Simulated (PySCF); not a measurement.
AlB$_{2}$ClH$_{3}$, CH$_{4}$AlB$_{2}$, AlB$_{2}$H$_{5}$N, CH$_{6}$AlBN and others (calculated)

Computed with PySCF 2.14.0. Calculation on a computer-drawn molecule: optimised geometry and harmonic frequencies of an isolated molecule of the commonest isotopes, restricted reference for singlets and unrestricted otherwise, frozen core in MP2.

Common to all runs: charge 0; multiplicity 2; basis cc-pV(D+d)Z.

(1) AlB$_{2}$ClH$_{3}$

Start structure:
```xyz
7
AlB2ClH3
B     -0.7104    -2.0792     0.2230
Al     0.1415    -0.4259     1.1028
B      1.7992    -0.6290     2.4698
Cl     1.4732    -0.7924     4.2135
H     -1.2088    -3.0388    -0.2736
H     -0.4597     0.9956     0.7431
H      2.9673    -0.6389     2.2021
```

Settings of this run: method MP2.

It finds rotational constants 11.82, 1.722, 1.63 GHz; total energy -752.8053 hartree; spin squared 0.7593; convergence status largest gradient component 9.599e-06 hartree/bohr.

Drawn bonds:
```tsv
atom	other atom	order
1	2	1
2	3	1
3	4	1
1	5	1
2	6	1
3	7	1
```

Optimised structure:
```xyz
7
AlB2ClH3
B     -0.6892    -2.0654     0.2247
Al     0.1423    -0.4062     1.1059
B      1.7914    -0.6412     2.4694
Cl     1.4538    -0.7413     4.1991
H     -1.1677    -3.0442    -0.2741
H     -0.4941     1.0031     0.7594
H      2.9658    -0.7135     2.1962
```

Modes:
```tsv
frequency (cm⁻¹)	reduced mass (dalton)
25.84	3.476
123.3	3.3
141.5	3.671
346.3	1.363
405.4	1.35
492.2	1.074
530.5	3.897
655.1	3.895
714.7	1.51
732.5	1.599
854.1	4.147
1062	1.312
1949	1.042
2648	1.092
2756	1.101
```

(2) CH$_{4}$AlB$_{2}$

Start structure:
```xyz
8
CH4AlB2
B     -0.1239    -0.8303    -3.3223
Al    -1.6850    -1.7848    -2.5323
C     -1.7894    -2.2892    -0.6278
B     -2.3642    -1.2826     0.0067
H      0.8753    -0.1594    -3.4023
H     -3.0147    -2.3080    -3.3602
H     -1.2642    -3.1956    -0.4222
H     -2.8818    -0.3239     0.4637
```

It was run with method HF.

The calculation gives: rotational constants 11.18, 4.133, 3.017 GHz; total energy -331.3587 hartree; spin squared 0.7594; convergence status largest gradient component 4.137e-06 hartree/bohr.

Drawn bonds:
```tsv
atom	other atom	order
1	2	1
2	3	1
3	4	2
1	5	1
2	6	1
3	7	1
4	8	1
```

Optimised structure:
```xyz
8
CH4AlB2
B     -0.3204    -0.5163    -3.1137
Al    -1.5478    -2.0737    -2.5234
C     -2.3237    -2.2178    -0.7531
B     -1.9944    -1.1935     0.0960
H      0.3881     0.3675    -3.4801
H     -1.8508    -3.1934    -3.6001
H     -2.9518    -3.0789    -0.5574
H     -1.6472    -0.2678     0.7351
```

Modes:
```tsv
frequency (cm⁻¹)	reduced mass (dalton)
56.49	2.295
107.9	2.954
192.8	1.252
205.9	3.519
428.2	1.171
565.2	1.433
570.1	1.171
601.2	3.346
680.2	4.204
748.5	1.399
775.6	1.25
826	1.252
952.9	1.495
1565	5.316
1974	1.042
2808	1.1
2930	1.134
3354	1.095
```

(3) AlB$_{2}$H$_{5}$N

Start structure:
```xyz
9
AlB2H5N
B      0.8490    -1.2457    -2.5167
Al    -0.2836     0.2042    -1.7164
N     -0.4340     1.8318    -2.4029
B      0.0615     2.5812    -3.5000
H      1.6085    -2.0275    -3.1299
H     -1.1987     0.1134    -0.4181
H     -1.1114     2.4048    -1.8237
H      0.8228     1.9742    -4.2135
H     -0.2522     3.6378    -3.6056
```

Settings of this run: method HF.

The calculation gives: rotational constants 10.9, 4.005, 2.929 GHz; total energy -348.6368 hartree; spin squared 0.7592; convergence status largest gradient component 3.128e-05 hartree/bohr.

Drawn bonds:
```tsv
atom	other atom	order
1	2	1
2	3	1
3	4	1
1	5	1
2	6	1
3	7	1
4	8	1
4	9	1
```

Optimised structure:
```xyz
9
AlB2H5N
B      0.8740    -1.0649    -2.6458
Al    -0.3582     0.2524    -1.6578
N     -0.5490     1.9318    -2.3039
B      0.0833     2.4446    -3.4490
H      1.5889    -1.8374    -3.1979
H     -1.1535    -0.1391    -0.3518
H     -1.1513     2.5789    -1.8265
H      0.8253     1.7297    -4.0814
H     -0.0976     3.5782    -3.8127
```

Modes:
```tsv
frequency (cm⁻¹)	reduced mass (dalton)
121.6	2.977
134.2	2.671
196.2	1.211
292.9	1.135
297.6	3.152
506.5	1.248
617.4	1.539
642	2.461
716.2	1.862
776.4	2.119
873.4	1.093
997.3	1.3
1101	1.371
1222	1.576
1345	1.251
1449	2.42
1995	1.042
2620	1.061
2688	1.121
2825	1.1
3780	1.075
```

(4) CH$_{6}$AlBN

Start structure:
```xyz
10
CH6AlBN
B     -0.4413    -1.5023     1.7719
Al     0.8354    -1.1108     0.2866
N      0.3563    -0.7177    -1.4056
C     -0.7956    -0.5346    -2.2211
H     -1.2180    -1.6522     2.5434
H      2.4138    -1.0641     0.3015
H      1.1891    -0.5642    -2.0333
H     -1.6848    -0.6582    -1.6587
H     -0.8769     0.4734    -2.5938
H     -0.8300    -1.2243    -3.0326
```

It was run with method HF.

The calculation gives: rotational constants 10.67, 3.6, 2.738 GHz; total energy -362.3607 hartree; spin squared 0.7596; convergence status largest gradient component 1.859e-05 hartree/bohr.

Drawn bonds:
```tsv
atom	other atom	order
1	2	1
2	3	1
3	4	1
1	5	1
2	6	1
3	7	1
4	8	1
4	9	1
4	10	1
```

Optimised structure:
```xyz
10
CH6AlBN
B     -0.5199    -1.4311     1.5805
Al     0.9353    -1.0695     0.1537
N      0.4976    -0.6775    -1.5168
C     -0.8070    -0.5474    -2.1348
H     -1.3365    -1.6425     2.4198
H      2.4706    -1.1358     0.5247
H      1.2333    -0.5102    -2.1792
H     -1.5940    -0.7321    -1.3995
H     -0.9766     0.4556    -2.5408
H     -0.9547    -1.2645    -2.9494
```

Modes:
```tsv
frequency (cm⁻¹)	reduced mass (dalton)
124.4	3.06
127.2	1.451
150.2	1.054
177.8	2.165
322.9	3.166
467.8	1.143
572.2	1.189
611.8	1.837
637.2	2.198
714.7	1.612
804.6	2.683
1159	1.155
1215	4.508
1230	1.29
1519	1.407
1575	1.172
1589	1.043
1622	1.043
1984	1.042
2811	1.1
3145	1.035
3194	1.105
3226	1.102
3779	1.074
```

(5) AlB$_{2}$H$_{4}$O

Start structure:
```xyz
8
AlB2H4O
B     -0.5636    -3.0916    -1.8903
Al    -0.4993    -3.6203     0.0304
O     -1.3646    -2.5281     1.1401
B     -1.9814    -1.7367     1.9351
H     -0.7192    -2.5925    -2.9336
H      0.0409    -4.7405     0.8744
H     -1.3788    -0.8756     2.3984
H     -3.1425    -1.9264     2.1192
```

Here we set method HF.

Results for AlB$_{2}$H$_{4}$O: rotational constants 18.18, 3.157, 2.755 GHz; total energy -368.4922 hartree; spin squared 0.7589; convergence status largest gradient component 1.157e-05 hartree/bohr.

Drawn bonds:
```tsv
atom	other atom	order
1	2	1
2	3	1
3	4	1
1	5	1
2	6	1
4	7	1
4	8	1
```

Optimised structure:
```xyz
8
AlB2H4O
B     -0.5709    -3.0620    -1.9263
Al    -0.5829    -3.5370     0.0743
O     -1.3931    -2.5023     1.1410
B     -2.0217    -1.7052     2.0112
H     -0.5528    -2.8010    -3.0855
H      0.1243    -4.8151     0.6545
H     -1.4248    -0.7970     2.5371
H     -3.1866    -1.8922     2.2673
```

Modes:
```tsv
frequency (cm⁻¹)	reduced mass (dalton)
70.61	3.096
85.58	3.443
123.1	1.103
199	1.236
214.1	4.46
489.2	1.236
608.3	2.501
661.9	1.662
711.8	2.213
780	1.978
1069	1.337
1145	1.369
1320	1.285
1467	4.5
2020	1.043
2629	1.048
2682	1.128
2826	1.1
```

(6) AlB$_{3}$H$_{5}$

Start structure:
```xyz
9
AlB3H5
B      3.1076    -0.4821    -1.7370
B      1.7715    -1.0517    -1.3274
B      0.3720    -1.7243    -0.9371
Al     2.9462    -0.5363     0.4442
H      4.0514    -0.0724    -2.3237
H     -0.5856    -1.0102    -0.8656
H      0.2272    -2.9077    -0.8324
H      2.8294     0.6530     1.3671
H      3.7549    -1.5604     1.2881
```

It was run with method HF.

It finds rotational constants 7.281, 4.102, 2.794 GHz; total energy -318.7712 hartree; spin squared 0.7604; convergence status largest gradient component 3.527e-05 hartree/bohr.

Drawn bonds:
```tsv
atom	other atom	order
1	2	1
2	3	1
2	4	1
1	5	1
3	6	1
3	7	1
4	8	1
4	9	1
```

Optimised structure:
```xyz
9
AlB3H5
B      3.0080    -0.5420    -2.1396
B      2.0032    -0.9891    -1.0554
B      0.4855    -1.6575    -0.9901
Al     2.8943    -0.5965     0.8654
H      3.8342    -0.1758    -2.9022
H     -0.4982    -0.9672    -0.9390
H      0.3296    -2.8494    -0.9453
H      2.6428     0.7831     1.5987
H      3.7752    -1.6976     1.5836
```

Modes:
```tsv
frequency (cm⁻¹)	reduced mass (dalton)
72.38	1.054
115.4	3.085
135.3	3.389
215.1	1.835
337.1	1.099
465.9	6.111
470.4	1.18
512.5	1.293
599.6	1.167
714.8	1.536
795.1	2.242
837.4	1.079
873.4	1.994
1017	1.414
1241	1.414
1310	3.476
1977	1.059
1978	1.025
2652	1.054
2721	1.122
2873	1.111
```

(7) Al$_{2}$BH$_{3}$N

Start structure:
```xyz
7
Al2BH3N
B     -1.1396    -0.2619    -3.3170
N     -1.4449    -0.0559    -2.1255
Al    -1.9284     0.1716    -0.4327
Al    -3.0505     0.3819     1.9336
H     -0.8490    -0.3056    -4.4516
H     -1.4585     0.6916     2.2856
H     -3.9535     0.4389     3.2624
```

Settings of this run: method HF.

The calculation gives: rotational constants 19.03, 1.643, 1.547 GHz; total energy -564.7360 hartree; spin squared 0.8029; convergence status largest gradient component 1.586e-05 hartree/bohr.

Drawn bonds:
```tsv
atom	other atom	order
1	2	1
2	3	2
3	4	1
1	5	1
4	6	1
4	7	1
```

Optimised structure:
```xyz
7
Al2BH3N
B     -1.3110    -0.3367    -3.1220
N     -1.6212     0.2528    -2.0654
Al    -2.0618     1.1869    -0.6165
Al    -2.4910     0.3292     1.8213
H     -1.0197    -0.8934    -4.1122
H     -1.3437     0.4306     2.9159
H     -3.9760     0.0913     2.3338
```

Modes:
```tsv
frequency (cm⁻¹)	reduced mass (dalton)
71.23	4.818
110.9	1.227
169.9	3.189
186.7	4.865
291.3	10.45
335.5	1.117
520	1.221
687.2	9.905
820.9	1.356
823.8	1.077
837.3	1.357
1926	3.624
1947	1.123
1947	1.062
2978	1.188
```

(8) Al$_{2}$BH$_{3}$N

Start structure:
```xyz
7
Al2BH3N
B     -1.3110    -0.3367    -3.1220
N     -1.6212     0.2528    -2.0654
Al    -2.0618     1.1869    -0.6165
Al    -2.4910     0.3292     1.8213
H     -1.0197    -0.8934    -4.1122
H     -1.3437     0.4306     2.9159
H     -3.9760     0.0913     2.3338
```

Settings of this run: method MP2.

The calculation gives: rotational constants 23.11, 1.571, 1.504 GHz; total energy -565.0783 hartree; spin squared 0.8035; convergence status largest gradient component 1.624e-05 hartree/bohr.

Drawn bonds:
```tsv
atom	other atom	order
1	2	1
2	3	2
3	4	1
1	5	1
4	6	1
4	7	1
```

Optimised structure:
```xyz
7
Al2BH3N
B     -1.2950    -0.3329    -3.1958
N     -1.6111     0.1926    -2.0747
Al    -2.0584     1.0567    -0.5575
Al    -2.5017     0.3091     1.8816
H     -1.0028    -0.8250    -4.2289
H     -1.3532     0.5007     2.9581
H     -4.0022     0.1595     2.3722
```

Modes:
```tsv
frequency (cm⁻¹)	reduced mass (dalton)
46.78	5.308
106.2	1.668
157.3	4.962
160.1	1.99
285.1	9.524
331	1.124
507.6	1.214
650.3	9.81
714.3	1.33
735.4	1.334
771.8	1.084
1781	5.682
1933	1.026
1948	1.06
2896	1.171
```
